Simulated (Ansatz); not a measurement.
Stepwise reaction of `N[Si](N)(O)[SiH3]` with hydrogen, as a gas-phase model of exchange steps in deposition or etching. ΔE in kJ/mol.

Calculated with Ansatz (gas phase, PBE0-D4/def2-TZVP geometries, no zero-point term in ΔE). CCSD(T)/CBS adds triple-zeta CCSD(T) − MP2 to the extrapolated MP2 energy (def2 sets, frozen cores). This one scheme is used for every species. Functionals use def2-TZVPP. B3LYP here is the variant with VWN-RPA as its local correlation; programs differ in this. One conformer a species, not always the lowest.

```tsv
step	reaction	PBE-D4	B3LYP-D4	ωB97M-V	CCSD(T)/CBS
1	`N[Si](N)(O)[SiH3]` + H₂ → `N[SiH](O)[SiH3]` + NH₃	49.4	51.8	52.4	52.1
```

Give the row of step 2, `N[SiH](O)[SiH3]` + H₂ → `O[SiH2][SiH3]` + NH₃. (Estimate.)

Ansatz gave: 
| step | reaction | PBE-D4 | B3LYP-D4 | ωB97M-V | CCSD(T)/CBS |
| --- | --- | --- | --- | --- | --- |
| 2 | `N[SiH](O)[SiH3]` + H₂ → `O[SiH2][SiH3]` + NH₃ | 43.4 | 46.6 | 47.7 | 46.5 |

By hand: ΔE of the 2 steps together at CCSD(T)/CBS.

(52.1) + (46.5) = 98.6 kJ/mol, or 49.3 kJ/mol a step.

In ΔE each step is lower than the one before. All are uphill at CCSD(T)/CBS. PBE-D4 differs from CCSD(T)/CBS by -3.1 to -2.7 kJ/mol a step. Only this route is followed, and other bonds may react first. Isolated molecules leave out the surface, adducts and barriers. Largest T1 diagnostic: 0.012.
